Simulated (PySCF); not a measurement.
**Working out the excitation energy of Te**

Te [Kr] 4d10 5s2 5p4 (3P) → Te [Kr] 4d10 5s1 5p4 6s1 (5P). All numbers are calculated (PySCF 2.14, a scalar-relativistic core potential, in aug-cc-pwCVDZ-PP with ECP28MDF (6s5p4d1f, 48 functions)). Frozen: 4s2 4p6 4d10. Energies in hartree (1 hartree = 27.21139 eV):

```json
{"part": "UHF", "Te (lower)": "-266.998935", "Te (upper)": "-266.482766"}
{"part": "CCSD correlation", "Te (lower)": "-0.083436", "Te (upper)": "-0.098546"}
{"part": "(T)", "Te (lower)": "-0.001633", "Te (upper)": "-0.005810"}
```

What does Hartree-Fock give?

(-266.482766) − (-266.998935) = 0.516169 hartree = 14.046 eV.

What do CCSD and CCSD(T) give?

The CCSD correlation energies differ by -0.015110 hartree = -0.411 eV and the triples by -0.004177 hartree = -0.114 eV, so CCSD gives 13.635 eV and CCSD(T) 13.521 eV.

The upper state lies above the first ionisation limit, where it may autoionise and the basis confines it. A Rydberg-like electron needs more diffuse functions than a valence basis has.

A double-zeta basis recovers only part of the correlation energy.

The coupled-cluster amplitudes are large, so a single reference is strained.
